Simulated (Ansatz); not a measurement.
Geometry optimisation, RHF/def2-SVP (Ansatz).

Input file:

```yaml
crystal:
  periodic: [false, false, false]
  atoms:
    - { symbol: B, position_ang: [0.049552, -0.094904, 0.174224] }
    - { symbol: "N", position_ang: [0.065388, -0.323798, 1.646858] }
    - { symbol: H, position_ang: [-0.766827, -0.657996, 2.088593] }
    - { symbol: H, position_ang: [0.894105, -0.65205, 2.102356] }
    - { symbol: "N", position_ang: [1.233999, -0.051336, -0.57273] }
    - { symbol: H, position_ang: [2.147729, -0.105997, -0.173426] }
    - { symbol: H, position_ang: [1.234935, 0.192171, -1.540323] }
    - { symbol: H, position_ang: [-1.012443, 0.018608, -0.368874] }
    - { symbol: Cl, position_ang: [-0.235117, 2.914128, 0.755717] }
    - { symbol: H, position_ang: [-0.11742, 1.923474, 1.623704] }
basis:
  gaussian: { orbitals: def2-SVP }
hamiltonian:
  xc: hf
relax:
  f_tol: 0.03
  max_steps: 50
```

Command:

```bash
$ ansatz run input.yaml --threads 1 --pin off --max-ram 2048MiB --backend cpu --events-out ev --progress --plain --runs-dir out
```

Task: Where does it end, and by what steps?

Result: The forces met the threshold. After 10 steps the energy has fallen by 0.272 eV; Cl9 moved furthest, 0.98 Å.

```json
{"step": "0", "energy less start (eV)": "0.0000", "largest force component (eV/Å)": "1.765", "accepted": "yes"}
{"step": "1", "energy less start (eV)": "-0.1302", "largest force component (eV/Å)": "0.979", "accepted": "yes"}
{"step": "2", "energy less start (eV)": "-0.1420", "largest force component (eV/Å)": "1.719", "accepted": "yes"}
{"step": "3", "energy less start (eV)": "-0.2114", "largest force component (eV/Å)": "1.135", "accepted": "yes"}
{"step": "4", "energy less start (eV)": "-0.2565", "largest force component (eV/Å)": "0.289", "accepted": "yes"}
{"step": "5", "energy less start (eV)": "-0.2542", "largest force component (eV/Å)": "0.292", "accepted": "no"}
{"step": "6", "energy less start (eV)": "-0.2654", "largest force component (eV/Å)": "0.121", "accepted": "yes"}
{"step": "7", "energy less start (eV)": "-0.2695", "largest force component (eV/Å)": "0.037", "accepted": "yes"}
{"step": "8", "energy less start (eV)": "-0.2708", "largest force component (eV/Å)": "0.107", "accepted": "yes"}
{"step": "9", "energy less start (eV)": "-0.2691", "largest force component (eV/Å)": "0.275", "accepted": "no"}
{"step": "10", "energy less start (eV)": "-0.2716", "largest force component (eV/Å)": "0.013", "accepted": "yes"}
```

```xyz
10
Properties=species:S:1:pos:R:3
B 0.080 -0.288 0.060
N 0.034 -0.164 1.483
H -0.794 -0.423 1.978
H 0.857 -0.246 2.046
N 1.282 -0.236 -0.664
H 2.183 -0.110 -0.251
H 1.300 -0.260 -1.661
H -0.958 -0.409 -0.535
Cl -0.282 3.289 1.656
H -0.209 2.010 1.624
```

Time of the run: 25 s on 1 thread of Intel(R) Xeon(R) Platinum 8259CL CPU @ 2.50GHz (Skylake/Cascade Lake) (shared host), peak memory 0.18 GiB.
